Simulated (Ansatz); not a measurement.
Basis sets compared for Na14Cl14 (relaxed from a model of (NaCl)14 cage of four- and six-membered rings, whose bonding it doesn't keep). Charge 0, multiplicity 1. Geometry r2SCAN-D4/def2-SVP. Ansatz on 4 threads of AMD EPYC 7R13 on a shared host and a share (37 GiB) of an NVIDIA H100 80GB HBM3; times are rough, and most runs start from earlier orbitals.

```xyz
28

Cl   -7.185   -2.604   -0.465
Cl   -7.541    1.133    0.685
Cl   -4.893   -0.628    2.978
Cl   -2.449   -2.211   -0.492
Cl   -5.007   -0.361   -2.831
Cl   -2.822    1.684    0.569
Cl    0.086   -0.563    1.951
Cl    2.824   -1.684   -0.571
Cl   -0.084    0.563   -1.953
Cl    2.451    2.211    0.491
Cl    5.006    0.362    2.836
Cl    7.181    2.603    0.468
Cl    4.894    0.627   -2.983
Cl    7.538   -1.132   -0.684
Na   -7.089   -1.258    1.751
Na   -7.246   -0.175   -1.536
Na   -5.192    1.623    1.655
Na   -2.558   -0.802    1.818
Na   -4.816   -2.623   -1.506
Na   -2.719    0.275   -1.741
Na   -0.162    1.710    0.502
Na    2.721   -0.275    1.740
Na    0.165   -1.711   -0.504
Na    2.560    0.803   -1.820
Na    4.815    2.625    1.513
Na    7.243    0.174    1.539
Na    5.193   -1.625   -1.661
Na    7.086    1.259   -1.749
```

Single mean-field runs in def2-SVP, def2-TZVP are fitted with def2-universal-jkfit. Another isomer (singlet) lies 0.61 eV lower at PBE0-D4/def2-TZVP; other spin states weren't run for this one.

```json
{"level": "HF/STO-3G", "functions": "252", "energy (Eh)": "-8604.7449", "HOMO (eV)": "-7.81", "LUMO (eV)": "12.50", "wall time": "3 s"}
{"level": "PBE-D4/def2-SVP", "functions": "462", "energy (Eh)": "-8709.7339", "HOMO (eV)": "-6.49", "LUMO (eV)": "-1.45", "wall time": "4 s"}
{"level": "PBE0-D4/def2-SVP", "functions": "462", "energy (Eh)": "-8710.5289", "HOMO (eV)": "-7.87", "LUMO (eV)": "-0.83", "wall time": "4.9 s"}
```

Question: Estimate the rows for HF/def2-TZVP, PBE-D4/def2-TZVP (with forces), PBE0-D4/def2-TZVP.

Answer: 
```csv
level,functions,energy (Eh),HOMO (eV),LUMO (eV),wall time
HF/def2-TZVP,966,-8701.0304,-11.20,0.65,6 s
PBE-D4/def2-TZVP (with forces),966,-8712.6883,-6.64,-1.53,7 s
PBE0-D4/def2-TZVP,966,-8713.4414,-8.00,-0.92,12 s
```
